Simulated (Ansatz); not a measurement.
Consider the ligand exchange at the Si–C bond: `O[SiH2]/C=C\[SiH](O)O` + H₂S → `O[SiH](O)S` + `C=C[SiH2]O`.

Calculated with Ansatz (gas phase, PBE0-D4/def2-TZVP geometries, no zero-point term in ΔE). CCSD(T)/CBS adds triple-zeta CCSD(T) − MP2 to the extrapolated MP2 energy (def2 sets, frozen cores). This one scheme is used for every species. Functionals use def2-TZVPP. B3LYP here is the variant with VWN-RPA as its local correlation; programs differ in this. One conformer a species, not always the lowest.

`O[SiH2]/C=C\[SiH](O)O`:

Z-matrix (Å, degrees):
```
Si
C 1 1.867
O 1 1.637 2 112.9
H 1 1.485 2 109.0 3 -118.6
H 1 1.491 2 106.9 3 124.5
C 2 1.338 1 128.6 3 -3.6
H 2 1.094 1 114.4 3 177.0
H 3 0.968 1 116.3 2 49.5
Si 6 1.853 2 129.3 1 0.7
H 6 1.092 2 117.7 1 -179.9
O 9 1.645 6 108.0 2 -167.3
O 9 1.659 6 107.9 2 -49.5
H 9 1.487 6 114.0 2 72.7
H 11 0.957 9 117.4 6 -126.7
H 12 0.959 9 116.8 6 -160.3
```

H₂S:

```xyz
3

S    -0.591    0.144   -0.119
H     0.170    0.177    0.986
H     0.421   -0.321   -0.867
```

`O[SiH](O)S`:

```xyz
8

O    -1.201   -0.059   -0.851
Si   -0.111   -0.415    0.323
O    -0.381    0.646    1.529
S     1.866   -0.393   -0.487
H    -1.010   -0.395   -1.728
H    -0.254   -1.767    0.898
H    -0.676    1.526    1.288
H     1.766    0.857   -0.971
```

`C=C[SiH2]O`:

```xyz
10

C     0.315    0.288   -1.584
C     0.569   -0.550   -0.582
Si   -0.005   -0.243    1.158
O    -0.992    1.077    1.241
H    -0.238    1.209   -1.426
H     0.652    0.098   -2.599
H     1.135   -1.456   -0.797
H    -0.701   -1.465    1.653
H     1.140    0.054    2.052
H    -1.875    0.987    0.883
```

CCSD(T)/CBS gives -56.9 kJ/mol.

Task: Another level gave -50.8 kJ/mol. Which?
A. PBE0/def2-TZVPP
B. B3LYP-D4/def2-TZVPP
C. SCS-MP2/def2-TZVPP
D. HF/def2-TZVPP

Result: B. B3LYP-D4 -50.8, SCS-MP2/def2-TZVPP -57.9, PBE0 -62.3, HF/def2-TZVPP -70.8 kJ/mol.

Largest T1 diagnostic among the species: 0.012.

In def2-TZVPP, CCSD(T) changes the Hartree–Fock value by +17.5 kJ/mol (the triples alone add +2.2 kJ/mol) and MP2 by +13.6 kJ/mol. The D4 term adds +10.1 kJ/mol with B3LYP and +6.1 kJ/mol with PBE0; it sums over pairs of atoms, weighted by their polarisabilities, and B3LYP, whose exchange is more repulsive, gets the larger term.
